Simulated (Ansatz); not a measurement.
Two isomers of GeH6O2Si: A = `O[SiH](O)[GeH3]`, B = `O[SiH2][GeH2][OH]`.

Isolated molecules relaxed with PBE0-D4/def2-TZVP in Ansatz; ΔE leaves out vibrations. CBS: MP2 limit from def2 TZ/QZ plus the TZ coupled-cluster correction, frozen cores. Functionals use def2-TZVPP. B3LYP here is the variant with VWN-RPA as its local correlation; programs differ in this. For Ge outer-core shells are correlated without core-valence functions, which leaves a few kJ/mol of doubt a bond. Scalar relativity is left out up to krypton. One conformer a species, not always the lowest.

Which is lower in electronic energy at CCSD(T)/CBS, and by how much? (An estimate is asked.)

Ansatz gave: A, by 22.2 kcal/mol.

Give E(B) − E(A) in kcal/mol with B2PLYP, PBE0-D4, B3LYP-D4, CCSD/def2-TZVPP, PBE-D4, HF/def2-TZVPP, r2SCAN-D4. (Estimate.)

The calculation gave: B2PLYP 21.5, PBE0-D4 21.9, B3LYP-D4 21.6, CCSD/def2-TZVPP 21.5, PBE-D4 21.5, HF/def2-TZVPP 20.4, r2SCAN-D4 22.8. None reverses the order clearly.

Does the order hold for the free energy at 298.15 K (harmonic terms from PBE0-D4)? (Estimate.)

Computed: Yes: G(B) − G(A) = +22.1 kcal/mol, for one conformer each. Modes under 60 cm⁻¹, often nearly free rotors, make the harmonic entropy too high.

Largest T1 diagnostic: 0.012.

In def2-TZVPP, CCSD(T) changes the Hartree–Fock value by +1.2 kcal/mol (the triples alone add +0.1 kcal/mol) and MP2 by +1.4 kcal/mol. At CCSD(T), def2-SVP lies −2.8 kcal/mol from the extrapolated value and def2-TZVPP −0.6 kcal/mol.
